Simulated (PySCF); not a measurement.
# Working out the ionisation energy of Xe

Xe [Xe] (1S) → Xe⁺ [Kr] 4d10 5s2 5p5 (2P). All numbers are calculated (PySCF 2.14, a scalar-relativistic core potential, in aug-cc-pwCVTZ-PP with ECP28MDF). Frozen: nothing. Energies in hartree (1 hartree = 27.21139 eV):

| part | Xe (lower) | Xe⁺ (upper) |
| --- | --- | --- |
| UHF | -328.298670 | -327.878122 |
| MP2 opposite-spin | -0.649434 | -0.625802 |
| MP2 same-spin | -0.333223 | -0.319871 |

What does Hartree-Fock give?

(-327.878122) − (-328.298670) = 0.420548 hartree = 11.444 eV.

What do MP2 and SCS-MP2 (6/5 opposite-spin, 1/3 same-spin) give?

The opposite-spin parts differ by 0.643 eV and the same-spin parts by 0.363 eV. MP2: 11.444 + (0.643) + (0.363) = 12.450 eV. SCS-MP2: 11.444 + 1.2 × (0.643) + (0.363)/3 = 12.337 eV.

Measured between the centres of the two terms (NIST): 12.565 eV, so MP2 (valence and next inner shell) is off by -0.115 eV.

What remains against the reference includes basis incompleteness and correlation beyond second order.
